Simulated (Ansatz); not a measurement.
The same molecule with X = Ti, Zr, Hf. Ansatz, PBE0-D4/def2-TZVP geometries, multiplicity 1.

Elements past krypton have def2 core potentials. Scalar relativity is left out up to krypton. Spin–orbit coupling is left out; it splits and shifts lone-pair levels of the heavy atoms by tenths of an eV.

```json
{"X": "Zr", "molecule": "`[Cl][Zr]([Cl])([Br])[Br]`", "mean X–Br bond length / Å": "2.470", "mean X–Cl bond length / Å": "2.313", "LUMO energy (B3LYP/def2-TZVPP) / eV": "-2.93", "HOMO–LUMO gap (PBE0/def2-TZVPP) / eV": "6.25", "HOMO–LUMO gap (ωB97M-V/def2-TZVPP) / eV": "10.42"}
{"X": "Hf", "molecule": "`[Cl][Hf]([Cl])([Br])[Br]`", "mean X–Br bond length / Å": "2.472", "mean X–Cl bond length / Å": "2.315", "LUMO energy (B3LYP/def2-TZVPP) / eV": "-2.43", "HOMO–LUMO gap (PBE0/def2-TZVPP) / eV": "6.75", "HOMO–LUMO gap (ωB97M-V/def2-TZVPP) / eV": "10.95"}
```

Task: Give the row for X = Ti, `[Cl][Ti]([Cl])([Br])[Br]`. (Estimate.)

Result: The calculation gave: 
```
 X                    molecule  mean X–Br bond length / Å  mean X–Cl bond length / Å  LUMO energy (B3LYP/def2-TZVPP) / eV  HOMO–LUMO gap (PBE0/def2-TZVPP) / eV  HOMO–LUMO gap (ωB97M-V/def2-TZVPP) / eV
Ti  `[Cl][Ti]([Cl])([Br])[Br]`                      2.316                      2.161                                -3.92                                  5.19                                     9.36
```

From Ti to Hf the mean X–Br bond length rises at each step, by 0.156 Å in all; the mean X–Cl bond length rises at each step, by 0.154 Å in all; the LUMO energy (B3LYP/def2-TZVPP) rises at each step, by 1.49 eV in all; the HOMO–LUMO gap (PBE0/def2-TZVPP) rises at each step, by 1.56 eV in all; the HOMO–LUMO gap (ωB97M-V/def2-TZVPP) rises at each step, by 1.59 eV in all.

B3LYP here is the variant with VWN-RPA as its local correlation; programs differ in this.
